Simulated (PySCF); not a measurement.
Delta-SCF ions had no search for a lower state. 

Cartesian coordinates (Å):
```xyz
9

O     -1.2646     0.2283    -1.5876
Si    -1.2898    -0.1030    -0.0363
B      0.7214    -0.0025     0.3035
O      1.5609    -0.1610     1.3912
O      1.2779     0.3008    -0.9013
H     -2.0727     0.8395     0.8546
H     -1.8773    -1.4385     0.3712
H      2.4742    -0.0235     1.1106
H      0.4701     0.3599    -1.5059
```
Charge -1, spin multiplicity 1.

Question: What is the computed vertical detachment energy (Delta-SCF), HOMO and total energy (PBE-D3(BJ)/def2-TZVPD // CAM-B3LYP-D3(BJ)/def2-TZVPD (PySCF 2.14.0))?

Answer: 
```yaml
vertical detachment energy (Delta-SCF): 3.55 eV
HOMO: -0.43 eV
total_energy: -542.3011 Ha
```
